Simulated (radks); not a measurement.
The numbers below are computed, except where a source is named.
Task: All-electron atom: Sr II in [Kr] 5s1. Level of theory: Dirac Kohn-Sham, Slater X-alpha with alpha = 0.764, spin-unpolarised, spherical densities, finite nucleus; Fermi nuclear charge, rms radius 4.224 fm (a radial shooting solver on a logarithmic mesh with Libxc functionals). Some entries of the table are withheld. Estimate them.

| orbital | occ. | eigenvalue (hartree) | <r^2> (bohr^2) |
|---|---|---|---|
| 1s1/2 | 2 | -586.4274 | 0.002067 |
| 2s1/2 | 2 | (1) | (2) |
| 2p1/2 | 2 | -72.80970 | 0.02661 |
| 2p3/2 | 4 | -70.28274 | 0.02801 |
| 3s1/2 | 2 | -12.59465 | 0.2771 |
| 3p1/2 | 2 | -10.02770 | 0.2804 |
| 3p3/2 | 4 | -9.63799 | 0.2923 |
| 3d3/2 | 4 | -5.10049 | 0.2962 |
| 3d5/2 | 6 | -5.03191 | 0.3005 |
| 4s1/2 | 2 | -1.75430 | 2.058 |
| 4p1/2 | 2 | -1.11315 | (3) |
| 4p3/2 | 4 | -1.06850 | (4) |
| 5s1/2 | 1 | -0.30223 | (5) |

Result: 
(1) 2s1/2 eigenvalue (hartree): -79.82672
(2) 2s1/2 <r^2> (bohr^2): 0.03497
(3) 4p1/2 <r^2> (bohr^2): 2.677
(4) 4p3/2 <r^2> (bohr^2): 2.796
(5) 5s1/2 <r^2> (bohr^2): 16.63
